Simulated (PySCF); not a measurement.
29Si chemical shifts

How the numbers were obtained: PBE0/pcSseg-1 with gauge-including orbitals, coordinates at the GFN2-xTB level, in PySCF 2.14 (averaged over atoms made equivalent by symmetry, fast rotation or ring inversion, one conformer, non-relativistic Hamiltonian, gas phase).

Shieldings were converted by a linear fit to measured shifts: 29Si (scatter 8.9 ppm rms, 25.8 ppm with the 6 outliers that the fit left out vs TMS, solution or neat liquid). A few per cent of atoms miss by over 2 rms, more outside the fitted compound classes.

Problem. Give the 29Si shifts of `C#C[C@H]1[SiH2]CS[SiH2]1`, `[SiH3]S[SiH]1C=CC=C1`, `C#C[C@@H]1[SiH2][SiH2]CS1`, `C[SiH2]P`, `C[SiH2]P`, `[SiH3]SC1=CC=C[SiH2]1`.

Solution. 
```
                                          compound                                              environment  δ (ppm)
 [CH:1]#[C:2][C@H:3]1[SiH2:4][CH2:5][S:6][SiH2:7]1   Si7: silicon bonded to C, S, 2 H, in a 5-membered ring    -12.2
 [CH:1]#[C:2][C@H:3]1[SiH2:4][CH2:5][S:6][SiH2:7]1    Si4: silicon bonded to 2 C, 2 H, in a 5-membered ring    -25.5
  [SiH3:1][S:2][SiH:3]1[CH:4]=[CH:5][CH:6]=[CH:7]1   Si3: silicon bonded to 2 C, S, H, in a 5-membered ring    -15.5
  [SiH3:1][S:2][SiH:3]1[CH:4]=[CH:5][CH:6]=[CH:7]1                            Si1: silicon bonded to S, 3 H    -54.2
[CH:1]#[C:2][C@@H:3]1[SiH2:4][SiH2:5][CH2:6][S:7]1  Si4: silicon bonded to C, Si, 2 H, in a 5-membered ring    -50.9
[CH:1]#[C:2][C@@H:3]1[SiH2:4][SiH2:5][CH2:6][S:7]1  Si5: silicon bonded to C, Si, 2 H, in a 5-membered ring    -60.7
                                          C[SiH2]P                              silicon bonded to C, P, 2 H    -48.9
                                          C[SiH2]P                              silicon bonded to C, P, 2 H    -48.9
  [SiH3:1][S:2][C:3]1=[CH:4][CH:5]=[CH:6][SiH2:7]1    Si7: silicon bonded to 2 C, 2 H, in a 5-membered ring    -41.4
  [SiH3:1][S:2][C:3]1=[CH:4][CH:5]=[CH:6][SiH2:7]1                            Si1: silicon bonded to S, 3 H    -60.5
```

Problem. Order these by 29Si shift, lowest first.
A. C#CC#C[SiH](O)O
B. N[SiH](N)CCCC(F)(F)F
C. C/C=C/[Si@@H](NC)NC=O

Solution. A (-51.5 ppm, silicon bonded to C, 2 O, H), C (-34.2 ppm, silicon bonded to C, 2 N, H), B (-24.0 ppm, silicon bonded to C, 2 N, H).
